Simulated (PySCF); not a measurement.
C₃H₁₀BeOSi, singlet, at a GFN2-xTB geometry (such geometries of metal compounds can be far from the true shape), with bond 16-13 at 1.8 times its length; CASSCF(6,7)/STO-3G in PySCF.

Here is a job for PySCF.
```python
from pyscf import gto, scf, mcscf
import numpy

mol = gto.M(
    atom='''
Be    0.05280548    0.14663314    0.24738075
C    -0.74280178   -0.30856129    1.73491536
C    -0.40636433   -1.74412887    2.17483384
C    -2.27419218   -0.18188582    1.65522002
H    -0.45000306    0.32373386    2.58337478
H    -0.91652990   -1.98726536    3.10925026
H    -0.72094313   -2.46772090    1.42607716
H     0.66285000   -1.86502379    2.33241868
H    -2.57154529    0.84058940    1.43433684
H    -2.73168640   -0.47077164    2.60378648
H    -2.68138880   -0.82666408    0.87956229
O     0.67857704    0.49198690   -0.95746147
Si    1.39728131    0.88438057   -2.35346809
H     0.47748751    0.49187429   -3.42173896
H     2.65285246    0.13446517   -2.40167112
H     1.79327832    3.48736514   -2.28690665
''',
    basis='sto-3g',
    verbose=4,
)

mf = scf.RHF(mol)
mf.kernel()
mc = mcscf.CASSCF(mf, 7, 6)
mc.fix_spin_(ss=0.0)
mc.kernel()
occ = numpy.linalg.eigvalsh(mc.fcisolver.make_rdm1(mc.ci, mc.ncas, mc.nelecas))[::-1]
ss = mc.fcisolver.spin_square(mc.ci, mc.ncas, mc.nelecas)[0]
print('natural occupations', occ.round(4), ' <S^2>', round(ss, 4))
```

Output, abridged:

```
PySCF version 2.14.0

[INPUT] verbose = 4
[INPUT] num. atoms = 16
[INPUT] num. electrons = 54
[INPUT] charge = 0
[INPUT] spin (= nelec alpha-beta = 2S) = 0
[INPUT] symmetry False subgroup None
[INPUT] Mole.unit = angstrom
[INPUT] Symbol           X                Y                Z      unit          X                Y                Z       unit  Magmom
[...]
nuclear repulsion = 243.828584248429
number of shells = 30
number of NR pGTOs = 132
number of NR cGTOs = 44
basis = sto-3g
ecp = {}

******** <class 'pyscf.scf.hf.RHF'> ********
method = RHF
initial guess = minao
damping factor = 0
level_shift factor = 0
DIIS = <class 'pyscf.scf.diis.CDIIS'>
diis_start_cycle = 1
diis_space = 8
diis_damp = 0
SCF conv_tol = 1e-09
SCF conv_tol_grad = None
SCF max_cycles = 50
direct_scf = True
direct_scf_tol = 1e-13
Set gradient conv threshold to 3.16228e-05
Initial guess from minao.
init E= -492.13512411808
[...]
cycle= 1 E= -491.668260261106  delta_E= 0.467  |g|= 0.555  |ddm|= 4.58
[...]
cycle= 2 E= -491.78049690503  delta_E= -0.112  |g|= 0.311  |ddm|= 1.27
[...]
cycle= 3 E= -491.809115563942  delta_E= -0.0286  |g|= 0.0505  |ddm|= 0.388
[...]
cycle= 4 E= -491.810533445428  delta_E= -0.00142  |g|= 0.0184  |ddm|= 0.142
[...]
cycle= 5 E= -491.810745153948  delta_E= -0.000212  |g|= 0.00355  |ddm|= 0.0441
[...]
cycle= 6 E= -491.81075568207  delta_E= -1.05e-05  |g|= 0.000573  |ddm|= 0.0113
[...]
cycle= 7 E= -491.810755931307  delta_E= -2.49e-07  |g|= 7.43e-05  |ddm|= 0.00176
[...]
cycle= 8 E= -491.810755935094  delta_E= -3.79e-09  |g|= 1.83e-05  |ddm|= 0.000202
[...]
cycle= 9 E= -491.810755935294  delta_E= -2e-10  |g|= 4.75e-06  |ddm|= 4.17e-05
[...]
Extra cycle  E= -491.81075593531  delta_E= -1.65e-11  |g|= 1.98e-06  |ddm|= 9.72e-06
converged SCF energy = -491.81075593531

******** <class 'pyscf.mcscf.mc1step.CASSCF'> ********
CAS (3e+3e, 7o), ncore = 24, nvir = 13
max_cycle_macro = 50
max_cycle_micro = 4
conv_tol = 1e-07
conv_tol_grad = None
orbital rotation max_stepsize = 0.02
orbital rotation threshold for CI restart = 0.01
augmented hessian ah_max_cycle = 30
augmented hessian ah_conv_tol = 1e-12
augmented hessian ah_linear dependence = 1e-14
augmented hessian ah_level shift = 1e-08
augmented hessian ah_start_tol = 2.5
augmented hessian ah_start_cycle = 3
augmented hessian ah_grad_trust_region = 3
kf_trust_region = 3
kf_interval = 4
ci_response_space = 4
ci_grad_trust_region = 3
with_dep4 0
natorb = False
canonicalization = True
sorting_mo_energy = False
ao2mo_level = 2
[...]
CASCI E = -491.905881178734  S^2 = 0.0000000
[...]
               |grad[o]|=5.54e-05  |grad[c]|=0.000423  |ddm|=8.85e-05  |maxRot[o]|=0.00657
macro iter  41 (  5 JK    1 micro), CASSCF E = -491.932584146359  dE = -2.44132991e-07  S^2 = 0.0000000
               |grad[o]|=5.09e-05  |grad[c]|=0.000398  |ddm|=7.06e-05  |maxRot[o]|=0.00667
macro iter  42 (  5 JK    1 micro), CASSCF E = -491.932584380596  dE = -2.34236609e-07  S^2 = 0.0000000
               |grad[o]|=3.73e-05  |grad[c]|=0.000397  |ddm|=6.5e-05  |maxRot[o]|=0.00682
macro iter  43 (  5 JK    1 micro), CASSCF E = -491.932584609480  dE = -2.28884858e-07  S^2 = 0.0000000
               |grad[o]|=3.85e-05  |grad[c]|=0.000393  |ddm|=6.83e-05  |maxRot[o]|=0.00683
macro iter  44 (  5 JK    1 micro), CASSCF E = -491.932584858087  dE = -2.48606170e-07  S^2 = 0.0000000
               |grad[o]|=3.67e-05  |grad[c]|=0.000418  |ddm|=7.18e-05  |maxRot[o]|=0.00711
macro iter  45 (  6 JK    1 micro), CASSCF E = -491.932585129567  dE = -2.71480587e-07  S^2 = 0.0000000
               |grad[o]|=3.74e-05  |grad[c]|=0.000439  |ddm|=8.65e-05  |maxRot[o]|=0.00745
macro iter  46 (  5 JK    1 micro), CASSCF E = -491.932585439360  dE = -3.09792370e-07  S^2 = 0.0000000
               |grad[o]|=3.66e-05  |grad[c]|=0.000474  |ddm|=9.51e-05  |maxRot[o]|=0.00782
macro iter  47 (  4 JK    1 micro), CASSCF E = -491.932585805089  dE = -3.65729818e-07  S^2 = 0.0000000
               |grad[o]|=4.42e-05  |grad[c]|=0.000517  |ddm|=0.000113  |maxRot[o]|=0.00839
macro iter  48 (  4 JK    1 micro), CASSCF E = -491.932586243270  dE = -4.38180336e-07  S^2 = 0.0000000
               |grad[o]|=4.42e-05  |grad[c]|=0.000568  |ddm|=0.000131  |maxRot[o]|=0.00914
macro iter  49 (  5 JK    1 micro), CASSCF E = -491.932586778222  dE = -5.34952335e-07  S^2 = 0.0000000
               |grad[o]|=4.91e-05  |grad[c]|=0.000628  |ddm|=0.000151  |maxRot[o]|=0.0101
macro iter  50 (  4 JK    1 micro), CASSCF E = -491.932587453848  dE = -6.75626211e-07  S^2 = 0.0000000
               |grad[o]|=5.66e-05  |grad[c]|=0.000712  |ddm|=0.000171  |maxRot[o]|=0.0112
1-step CASSCF not converged,  50 macro (601 JK 131 micro) steps
CASSCF canonicalization
Density matrix diagonal elements [1.98611949 1.97839616 1.56896682 0.42685159 0.01154656 0.00624715
 0.02187224]
CASSCF energy = -491.932587453848
CASCI E = -491.932587453848  E(CI) = -6.41761554706500  S^2 = 0.0000000
natural occupations [1.9882 1.9784 1.5721 0.4274 0.0222 0.0097 0.002 ]  <S^2> 0.0
```

The run did not converge; its last values are not results.
